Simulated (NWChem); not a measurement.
Molecule: SiNH4, doublet; SMILES [SiH3][NH]

```xyz
6

N     -0.0987    -1.2444     0.0002
Si    -0.0146     0.5195     0.0001
H      0.8450    -1.6556     0.0002
H     -1.3898     1.0883     0.0099
H      0.7108     1.0003    -1.2214
H      0.7298     1.0040     1.2087
```
Atoms are numbered in this order, from 1.

Program: NWChem. Pople sets run with spherical d functions. Spin-unrestricted. Coordinates come from a PBE0/def2-SVP, spin-unrestricted optimisation. No stability test was run on the SCF state. Vertical excitations in the gas phase; the lowest state need not have the same character in each row. Excited states of an open shell can be spin-contaminated.

```
level                                     lowest excitation (eV)  oscillator strength of that lowest state  lowest state with f > 0.02 (eV)  oscillator strength of that bright state  lowest empty minus highest occupied level, either spin (eV)
----------------------------------------  ----------------------  ----------------------------------------  -------------------------------  ----------------------------------------  -----------------------------------------------------------
PBE/6-31+G*, TDA                                      (withheld)                                     0.000                       (withheld)                                     0.047                                                   (withheld)
B3LYP/6-31+G*, TDA                                          1.40                                     0.000                             5.01                                     0.046                                                         3.88
BHandHLYP/6-31+G*, TDA                                      1.36                                     0.000                             6.37                                     0.044                                                         7.38
LDA (Slater exchange, VWN5)/6-31+G*, TDA                    1.20                                     0.000                             3.98                                     0.054                                                         1.10
```

Q: Complete the blanks.

A: 
- PBE/6-31+G*, TDA, lowest excitation (eV): 1.49
- PBE/6-31+G*, TDA, lowest state with f > 0.02 (eV): 4.25
- PBE/6-31+G*, TDA, lowest empty minus highest occupied level, either spin (eV): 1.63
